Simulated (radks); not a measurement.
Bi9+, configuration [Xe] 4f14 5d6 (the NIST ground configuration). Method: non-relativistic Kohn-Sham, TPSS, spin-polarised, spherical densities, point nucleus; open shells are filled with parallel spins first (spin-orbit coupling, left out, can overturn this in heavy ions); meta-GGA in the generalised Kohn-Sham scheme; relativity is left out, which matters for an element this heavy; computed with a radial shooting solver on a logarithmic mesh with Libxc functionals.

Normalised radial functions P(r) = r R(r), r in bohr:

```
   r/bohr * 4f down (the largest magnitude, 1.55, reaches the edge; | marks zero)
0.0006953 *
  0.00092 *
 0.001208 *
 0.001585 *
 0.002097 *
 0.002753 *
 0.003613 *
 0.004781 *
 0.006275 *
 0.008237 *
   0.0109 *
  0.01431 *
  0.01878 *
  0.02484 *
  0.03261 *
   0.0428 |*
  0.05664 | *
  0.07434 |    *
  0.09758 |          *
   0.1291 |                   *
   0.1695 |                               *
   0.2242 |                                             *
   0.2943 |                                                      *
   0.3863 |                                                      *
   0.5111 |                                            *
   0.6709 |                            *
   0.8806 |              *
    1.165 |    *
    1.529 |*
    2.007 *
    2.656 *
    3.486 *
```

4f down: eigenvalue -311.35 eV, 0 radial nodes, <r> = 0.429 bohr, 90 % of the charge inside 0.674 bohr.
